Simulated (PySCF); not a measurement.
C3H6F2Si, SMILES [C@H]1(F)[C@H](F)C1[SiH3].

The structure is a stationary point at B3LYP-D3(BJ)/def2-SVP. The structure was generated by enumeration; whether it is a known compound was not checked.

The numbers are results of TDDFT-CAM-B3LYP/def2-SVPD (PySCF), not measurements.

Vertical excitations. The molecule is in vacuum.

```json
[
 {"state": "S1", "energy (eV)": "7.67", "λ (nm)": "162", "f": "0.011", "main pairs": "HOMO→LUMO 40 %, HOMO→LUMO+1 35 %, HOMO→LUMO+2 12 %"},
 {"state": "S2", "energy (eV)": "8.08", "λ (nm)": "153", "f": "0.007", "main pairs": "HOMO−1→LUMO 40 %, HOMO−1→LUMO+1 32 %, HOMO−1→LUMO+2 8 %"},
 {"state": "S3", "energy (eV)": "8.23", "λ (nm)": "151", "f": "0.012", "main pairs": "HOMO→LUMO+1 48 %, HOMO→LUMO 35 %"},
 {"state": "S4", "energy (eV)": "8.41", "λ (nm)": "147", "f": "0.007", "main pairs": "HOMO−1→LUMO+1 54 %, HOMO−1→LUMO 29 %"},
 {"state": "S5", "energy (eV)": "8.60", "λ (nm)": "144", "f": "0.008", "main pairs": "HOMO→LUMO+3 84 %"},
 {"state": "S6", "energy (eV)": "8.68", "λ (nm)": "143", "f": "0.037", "main pairs": "HOMO→LUMO+2 57 %, HOMO→LUMO+4 10 %"},
 {"state": "S7", "energy (eV)": "8.85", "λ (nm)": "140", "f": "0.014", "main pairs": "HOMO−1→LUMO+3 42 %, HOMO→LUMO+4 20 %, HOMO→LUMO+5 7 %"},
 {"state": "S8", "energy (eV)": "8.91", "λ (nm)": "139", "f": "0.055", "main pairs": "HOMO−1→LUMO+2 44 %, HOMO−1→LUMO 11 %, HOMO−1→LUMO+3 10 %, HOMO→LUMO+4 9 %"},
 {"state": "S9", "energy (eV)": "8.95", "λ (nm)": "139", "f": "0.017", "main pairs": "HOMO→LUMO+4 28 %, HOMO−1→LUMO+2 22 %, HOMO−1→LUMO+3 22 %"},
 {"state": "S10", "energy (eV)": "9.09", "λ (nm)": "136", "f": "0.003", "main pairs": "HOMO−2→LUMO+1 43 %, HOMO→LUMO+5 24 %"},
 {"state": "T1", "energy (eV)": "7.28", "λ (nm)": "170", "f": "0", "main pairs": "HOMO→LUMO+1 36 %, HOMO→LUMO 34 %, HOMO→LUMO+2 8 %"},
 {"state": "T2", "energy (eV)": "7.78", "λ (nm)": "159", "f": "0", "main pairs": "HOMO−1→LUMO+1 36 %, HOMO−1→LUMO 35 %"},
 {"state": "T3", "energy (eV)": "8.02", "λ (nm)": "155", "f": "0", "main pairs": "HOMO→LUMO+1 47 %, HOMO→LUMO 30 %"},
 {"state": "T4", "energy (eV)": "8.09", "λ (nm)": "153", "f": "0", "main pairs": "HOMO−1→LUMO+1 41 %, HOMO−1→LUMO 26 %, HOMO−3→LUMO+1 8 %, HOMO−1→LUMO+2 7 %"}
]
```
Triplets are in the Tamm–Dancoff approximation, which puts them higher than full response would, so one can lie above its singlet here.
